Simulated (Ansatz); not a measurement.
Computed with Ansatz on PBE0-D4/def2-TZVP structures; ΔE is electronic, products minus reactants. CCSD(T)/CBS adds triple-zeta CCSD(T) − MP2 to the extrapolated MP2 energy (def2 sets, frozen cores). This one scheme is used for every species. Functionals use def2-TZVPP.

Consider the formal exchange of groups at the Si–F bond: `F[Si](F)(F)F` + `[AlH3]` → `F[Si](F)(F)[AlH2]` + H–F.

```csv
level,ΔE (eV)
r2SCAN-D4,1.60
r2SCANh-D4,1.61
MP2/def2-QZVPP,1.64
SCS-MP2/def2-QZVPP,1.67
```

Question: What does CCSD(T)/CBS give? (Best estimate.)

Answer: The calculation gave: +1.55 eV. The listed levels differ from it by 0.05, 0.06, 0.09, 0.12 eV.

Largest T1 diagnostic among the species: 0.012.

Leaving LDA and LC-ωPBE aside and taking each functional with its dispersion term where it has one, the values, not all of them listed here, spread over 0.56 eV, from PBE-D4 to B97M-V. LDA lies +0.07 eV from PBE without D4. In def2-TZVPP, CCSD(T) changes the Hartree–Fock value by −0.29 eV (the triples alone add −0.04 eV) and MP2 by −0.24 eV. From BLYP to BHLYP (50 % exact exchange), in def2-TZVPP and without D4, ΔE moves by +0.23 eV.
